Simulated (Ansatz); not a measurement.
Sr₃S₄. Charge 0, multiplicity 1. Geometry PBE-D4/def2-SVP.

| atom | x (Å) | y (Å) | z (Å) |
| --- | --- | --- | --- |
| Sr1 | 1.443 | 0.734 | -1.335 |
| Sr2 | -1.687 | -1.779 | -0.901 |
| Sr3 | 0.619 | -0.168 | 1.996 |
| S4 | -2.040 | 0.425 | 0.781 |
| S5 | 2.250 | 1.716 | 1.020 |
| S6 | -1.530 | 0.986 | -1.275 |
| S7 | 0.945 | -1.914 | -0.286 |

In the def2 sets Sr takes a core potential; there is no spin–orbit coupling. Another isomer (singlet) lies 0.09 eV lower at PBE0-D4/def2-TZVP; other spin states weren't run for this one.

Task: Estimate the orbital energies around the gap (eV) in Ansatz with PBE-D4/def2-SVP, BLYP-D4/def2-TZVP, r2SCAN-D4/def2-TZVP, PBE0-D4/def2-SVP, ωB97M-V/def2-TZVP.

Result: 
| orbital | PBE-D4/def2-SVP | BLYP-D4/def2-TZVP | r2SCAN-D4/def2-TZVP | PBE0-D4/def2-SVP | ωB97M-V/def2-TZVP |
| --- | --- | --- | --- | --- | --- |
| HOMO−5 | -4.91 | -4.70 | -5.03 | -5.91 | -7.92 |
| HOMO−4 | -4.71 | -4.50 | -4.85 | -5.76 | -7.76 |
| HOMO−3 | -4.45 | -4.27 | -4.58 | -5.48 | -7.48 |
| HOMO−2 | -4.22 | -4.00 | -4.25 | -5.14 | -7.07 |
| HOMO−1 | -4.18 | -3.99 | -4.19 | -5.05 | -6.97 |
| HOMO | -3.80 | -3.62 | -3.86 | -4.66 | -6.63 |
| LUMO | -2.23 | -2.22 | -1.81 | -1.73 | -1.05 |
| LUMO+1 | -2.07 | -1.96 | -1.72 | -1.37 | -0.46 |
| LUMO+2 | -1.58 | -1.57 | -1.04 | -1.04 | -0.38 |
| LUMO+3 | -1.19 | -1.16 | -0.67 | -0.58 | 0.15 |
| LUMO+4 | -0.95 | -0.87 | -0.57 | -0.29 | 0.51 |
| LUMO+5 | -0.81 | -0.77 | -0.37 | -0.24 | 0.71 |
